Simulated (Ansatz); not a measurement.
C2H8S2Si, SMILES `CSCS[SiH3]`, charge 0, multiplicity 1.

Task: Give a relaxed structure at PBE0-D4/def2-TZVP (the Gaussian-basis code of Ansatz). (Estimate.)

Result: The calculation gave: 
Z-matrix (Å, degrees):
```
C
S 1 1.794
H 1 1.091 2 110.5
H 1 1.091 2 111.2 3 -122.3
H 1 1.090 2 106.8 3 118.8
C 2 1.791 1 100.5 3 56.8
S 6 1.824 2 116.4 1 -61.8
H 6 1.092 2 110.9 1 59.4
H 6 1.091 2 105.6 1 176.6
Si 7 2.137 6 100.0 2 -44.3
H 10 1.486 7 103.4 6 -164.0
H 10 1.484 7 113.5 6 78.4
H 10 1.485 7 110.7 6 -45.9
```
This is one stationary point; other conformers may exist.
